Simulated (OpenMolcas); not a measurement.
W2+.

```
Program             : OpenMolcas
Basis               : ANO-RCC-VTZP [8s7p5d3f2g1h]
Scalar Hamiltonian  : DKH2, point nucleus
Active space        : 4 electrons in 5 orbitals (5d)
State averaging     : 2S+1 = 5 even, 5 roots; 2S+1 = 3 even, 45 roots; 2S+1 = 1 even, 50 roots
Spin-orbit coupling : state interaction with AMFI integrals over the reference wave functions, term energies averaged over their components
```

Two sets of levels on these reference wave functions, in eV above 5d4 5D0: one from CASSCF and one from MS-CASPT2, IPEA 0.25 Eh, imaginary shift 0.1 Eh (closed shells correlated: 5s 5p).

```json
{"Level": "5d4 5D0 [72 %]", "Set 1": "0.0000", "Set 2": "0.0000"}
{"Level": "5d4 5D1", "Set 1": "0.272", "Set 2": "0.1979"}
{"Level": "5d4 5D2", "Set 1": "0.547", "Set 2": "0.436"}
{"Level": "5d4 5D3", "Set 1": "0.783", "Set 2": "0.672"}
{"Level": "5d4 5D4", "Set 1": "0.976", "Set 2": "0.894"}
{"Level": "5d4 3P0(1) [62 %]", "Set 1": "1.493", "Set 2": "1.873"}
{"Level": "5d4 3H4 [59 %]", "Set 1": "1.871", "Set 2": "2.026"}
{"Level": "5d4 3H5", "Set 1": "2.260", "Set 2": "2.386"}
{"Level": "5d4 3G3 [54 %]", "Set 1": "2.182", "Set 2": "2.438"}
{"Level": "5d4 3P1(1)", "Set 1": "1.982", "Set 2": "2.450"}
{"Level": "5d4 3F2(1) [74 %]", "Set 1": "2.170", "Set 2": "2.545"}
{"Level": "5d4 3H6", "Set 1": "2.455", "Set 2": "2.577"}
{"Level": "5d4 3P2(1) [70 %]", "Set 1": "2.544", "Set 2": "3.047"}
{"Level": "5d4 3F3(1) [57 %]", "Set 1": "2.856", "Set 2": "3.137"}
{"Level": "5d4 3G5", "Set 1": "3.173", "Set 2": "3.369"}
{"Level": "5d4 3D3", "Set 1": "3.086", "Set 2": "3.482"}
```

Task: Which set is which?

Result: Set 1 is MS-CASPT2. Its levels of the other terms of 5d4 lie at 0.80 to 0.95 of the other set's values, as expected, since terms of lower spin or lower L gain more correlation energy than the Hund ground term. Against 7 measured levels (NIST levels as listed in McCann et al., Mon. Not. R. Astron. Soc. 538, 537 (2025)) the mean absolute deviation is 990 cm-1 with it and 2500 cm-1 without; single levels miss by up to 3100 cm-1 with it.

CASPT2 breaks the degeneracy within a term, and the mean is taken; among the terms shown or strongly mixed into the levels shown the widest spread is 800 cm-1 (5d4 1I, MS-CASPT2). Over all roots computed the reference weight is 0.90 to 0.95 in MS-CASPT2; the roots of lowest weight are the least certain, and an intruder state may touch them. Configurations with an s electron lie low in 5d ions of this charge, fall among these levels and mix in, so low-spin terms can stand far too high, up to twice their true height, and weights are not those of the real levels. Without dynamic correlation excited terms often stand tens of per cent too high (terms of higher spin than the ground term too low), and those without a measured partner can miss by more than the paired ones (holds for CASSCF). Some levels mix across a computed gap that differs much from the measured one, so their mixing is not that of the real levels (holds for CASSCF). The CASPT2 spread within a term exceeds the gap to the next term for 5d4 3D and 5d4 1I, 5d4 1I and 5d4 1G(1), so the order of their levels is uncertain (holds for MS-CASPT2). Some terms miss by over 15 % even with CASPT2, which points to a basis or an active space too small for the shells correlated (holds for MS-CASPT2). Computed and measured levels are paired by configuration, term and J; levels that our copy of the source lacks, or whose pairing is in doubt (as where it misses far off the trend of its configuration), stay unpaired and out of the deviations. Only configurations of the active space appear. Levels that lie high or do not pair safely by name in every column are left out.

A share in square brackets marks a mixed level and gives the weight of the term that names it, the lowest over the columns. A number in round brackets counts repeated terms of one configuration in the order of the reference energies.
